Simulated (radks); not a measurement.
The germanium ion Ge3+, configuration [Ar] 3d10 4s1 (the NIST ground configuration). Method: scalar-relativistic Kohn-Sham, PBE, spin-polarised, spherical densities, finite nucleus; open shells are filled with parallel spins first; Fermi nuclear charge, rms radius 4.0742 fm; computed with a radial shooting solver on a logarithmic mesh with Libxc functionals. Some entries of the table are withheld. Estimate them.

orbital  occ.  eigenvalue (eV)  <1/r> (bohr^-1)  r(max) (bohr)
1s up       1        -10995.67            32.38        0.03073
1s down     1        -10995.59            32.38        0.03073
2s up       1        -1405.814            7.107         0.1760
2s down     1        -1405.780            7.107         0.1760
2p up       3        -1232.810            6.968         0.1412
2p down     3        -1232.767            6.968         0.1412
3s up       1        -202.5297            2.283         0.5424
3s down     1        -202.4077            2.284         0.5424
3p up       3        -149.6624            2.130         0.5432
3p down     3        -149.5093            2.132         0.5432
3d up       5         -63.2079            1.790            (1)
3d down     5         -62.9207            1.799            (2)
4s up       1         -41.1672           0.7120          1.621
4s down     0         -39.5824           0.7154          1.617

Answer. 
(1) 3d up r(max) (bohr): 0.5036
(2) 3d down r(max) (bohr): 0.5032
